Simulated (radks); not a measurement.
Excited configurations of the tantalum ion Ta3+: one electron is placed in a higher orbital outside [Xe] 4f14 5d1. The ground configuration is [Xe] 4f14 5d2. Calculated with a radial shooting solver on a logarithmic mesh with Libxc functionals: scalar-relativistic Kohn-Sham, PBEsol, spin-unpolarised, spherical densities, point nucleus. Excitation = E - E(ground); binding = E(ion) - E, where the ion is the core of charge +4; n* = 4/sqrt(2 binding) in atomic units, and the quantum defect is n - n*.

| outer orbital | excitation (eV) | binding (eV) | eigenvalue (eV) | <r> (bohr) |
|---|---|---|---|---|
| 5f | 20.744 | 14.293 | -11.895 | 4.101 |
| 6s | 2.498 | 32.540 | -28.595 | 2.633 |
| 6d | 18.510 | 16.528 | -14.406 | 4.366 |
| 6f | 25.568 | 9.469 | -8.185 | 7.210 |
| 7s | 18.250 | 16.787 | -14.961 | 4.993 |
| 7p | 21.055 | 13.983 | -12.411 | 5.769 |
| 7d | 24.803 | 10.235 | -9.022 | 7.458 |
| 7f | 28.421 | 6.616 | -5.838 | 11.06 |

The Delta-SCF ionisation energy is 35.038 eV (NIST Atomic Spectra Database: 35 eV, theoretical). Self-interaction in the functional shifts the binding energies and quantum defects, so they are the method's values and not measured ones. Spin polarisation and multiplet splitting are left out, so open shells lie too high by an amount that depends on their filling. Spin-orbit splitting is averaged out at the scalar-relativistic level.

Beside tabulated values, note that spin-unpolarised runs miss the spin-polarisation part of the exchange energy of open shells.
